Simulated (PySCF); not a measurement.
**Electron correlation in Ru (ruthenium, neutral)**

[Kr] 4d7 5s1, high-spin 5F determinant. Computed with PySCF 2.14 in x2c-TZVPPall (8s6p6d2f1g, 79 functions), with scalar relativity by spin-free X2C-1e. Frozen: [Kr]; 8 electrons correlated.

```
  level  correlation energy (mhartree)
   CCSD                        -186.51
    (T)                          -6.92
CCSD(T)                        -193.43
```

Diagnostics: T1 = 0.014, D1 = 0.0503, largest double amplitude 0.027.

Cost of the coupled-cluster step: of the order of 12 core-seconds, for 8 correlated electrons.

Iterations:

```
CC2 = 0
CCSD nocc = (np.int64(6), np.int64(2)), nmo = (61, 61)
frozen orbitals [[0, 1, 2, 3, 4, 5, 6, 7, 8, 9, 10, 11, 12, 13, 14, 15, 16, 17], [0, 1, 2, 3, 4, 5, 6, 7, 8, 9, 10, 11, 12, 13, 14, 15, 16, 17]]
max_cycle = 100
direct = 0
conv_tol = 1e-08
conv_tol_normt = 1e-06
diis_space = 8
diis_start_cycle = 0
Init t2, MP2 energy = -0.185085076903199
Init E_corr(UCCSD) = -0.185085076903883
cycle = 1  E_corr(UCCSD) = -0.184126375453508  dE = 0.00095870145  norm(t1,t2) = 0.0416544
cycle = 2  E_corr(UCCSD) = -0.185690519299589  dE = -0.00156414385  norm(t1,t2) = 0.0160928
cycle = 3  E_corr(UCCSD) = -0.186346449309409  dE = -0.00065593001  norm(t1,t2) = 0.00819522
cycle = 4  E_corr(UCCSD) = -0.186506577721943  dE = -0.000160128413  norm(t1,t2) = 0.00210373
cycle = 5  E_corr(UCCSD) = -0.186504255482705  dE = 2.32223924e-06  norm(t1,t2) = 0.000890203
cycle = 6  E_corr(UCCSD) = -0.186509355081958  dE = -5.09959925e-06  norm(t1,t2) = 0.000277375
cycle = 7  E_corr(UCCSD) = -0.186513764930073  dE = -4.40984812e-06  norm(t1,t2) = 0.000104597
cycle = 8  E_corr(UCCSD) = -0.186513752988072  dE = 1.19420009e-08  norm(t1,t2) = 3.32086e-05
cycle = 9  E_corr(UCCSD) = -0.186513353174816  dE = 3.99813256e-07  norm(t1,t2) = 9.74089e-06
cycle = 10  E_corr(UCCSD) = -0.186513393010485  dE = -3.98356687e-08  norm(t1,t2) = 2.30519e-06
cycle = 11  E_corr(UCCSD) = -0.186513392290818  dE = 7.19666937e-10  norm(t1,t2) = 7.96361e-07
UCCSD converged
E(UCCSD) = -4528.176130033  E_corr = -0.1865133922908178
UCCSD(T) correction = -0.00691527635515832
```
